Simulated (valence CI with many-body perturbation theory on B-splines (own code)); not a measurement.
Ladder of approximations for Sn XXIX

Calculated by valence CI with perturbative core correlation (CI+MBPT): four valence electrons over a frozen Dirac-Fock core [Ar], a basis of 9 s, 9 p, 10 d, 8 f, 5 g, 3 h, 1 i functions for each j, with the one-electron correlation potential Σ1 (screened to all orders), the two-electron term Σ2, the three-electron term Σ3, Breit, model QED; selected single and double excitations, second order for the rest (own B-spline code, finite nucleus).

No measured spectrum was set against this ion. As an estimate, large intervals hold to a few tenths of a per cent, small ones and those within an open d or f shell to about a per cent. Core correlation moves these levels by up to 8500 cm⁻¹, and in measured spectra 5 to 20 % of such shifts remained as error; rates that hang on mixing are uncertain with them. Only levels of the ground parity were solved; by the run's estimate the other parity begins above the list, which can be wrong where configurations are misplaced.

Each rung adds one term. CI alone is the Dirac-Coulomb CI over the frozen core; QED comes last and gives the full result, which names the levels. Energies are above (3d3/2^4) J=0 on the same rung, in eV.

Levels are named by their leading jj configuration (3d3/2^4 stands for four electrons in 3d with j = 3/2), which in mixed levels can hold well under half, so a name can repeat and another be missing. Letters in brackets count levels of one name in rising energy.

| Level | CI alone |
| --- | --- |
| (3d3/2^3 3d5/2) J=1 | 5.654 |
| (3d3/2^2 3d5/2^2) J=2 [a] | 9.760 |
| (3d3/2^2 3d5/2^2) J=3 [a] | 12.404 |
| (3d3/2^3 3d5/2) J=4 | 13.123 |
| (3d3/2^2 3d5/2^2) J=0 [a] | 18.153 |
| (3d3/2^2 3d5/2^2) J=4 [a] | 19.342 |
| (3d3/2^2 3d5/2^2) J=3 [b] | 22.160 |
| (3d3/2^2 3d5/2^2) J=2 [b] | 22.541 |
| (3d3/2^2 3d5/2^2) J=5 | 23.745 |
| (3d3/2^2 3d5/2^2) J=1 | 24.237 |
| (3d3/2^2 3d5/2^2) J=6 | 25.545 |
| (3d3/2^2 3d5/2^2) J=4 [b] | 27.913 |
| (3d3/2^2 3d5/2^2) J=2 [c] | 28.713 |
| (3d3/2^2 3d5/2^2) J=3 [c] | 29.656 |
| (3d3/2 3d5/2^3) J=4 [a] | 30.457 |
| (3d3/2 3d5/2^3) J=3 [a] | 33.173 |

Question: What do these energies become with core correlation, Breit and QED?

Answer: (3d3/2^3 3d5/2) J=1 5.702 (+0.0475); (3d3/2^2 3d5/2^2) J=2 [a] 9.651 (-0.1081); (3d3/2^2 3d5/2^2) J=3 [a] 12.128 (-0.2769); (3d3/2^3 3d5/2) J=4 12.644 (-0.4792); (3d3/2^2 3d5/2^2) J=0 [a] 17.862 (-0.2905); (3d3/2^2 3d5/2^2) J=4 [a] 18.993 (-0.3494); (3d3/2^2 3d5/2^2) J=3 [b] 21.703 (-0.4570); (3d3/2^2 3d5/2^2) J=2 [b] 22.105 (-0.4364); (3d3/2^2 3d5/2^2) J=5 23.198 (-0.5469); (3d3/2^2 3d5/2^2) J=1 23.776 (-0.4607); (3d3/2^2 3d5/2^2) J=6 24.815 (-0.7300); (3d3/2^2 3d5/2^2) J=4 [b] 27.043 (-0.8708); (3d3/2^2 3d5/2^2) J=2 [c] 27.802 (-0.9107); (3d3/2^2 3d5/2^2) J=3 [c] 28.611 (-1.0447); (3d3/2 3d5/2^3) J=4 [a] 29.829 (-0.6276); (3d3/2 3d5/2^3) J=3 [a] 32.522 (-0.6513).

Question: How does the ionisation energy move along the ladder, and which term matters most?

Answer: CI alone 1586.5, + Σ1 1589.0, + Σ2 1596.6, + Σ3 1596.7, + Breit 1595.8, + QED 1595.9 eV. The largest step is Σ2, 7.7 eV. NIST lists 1596 ± 4 eV (theoretical).
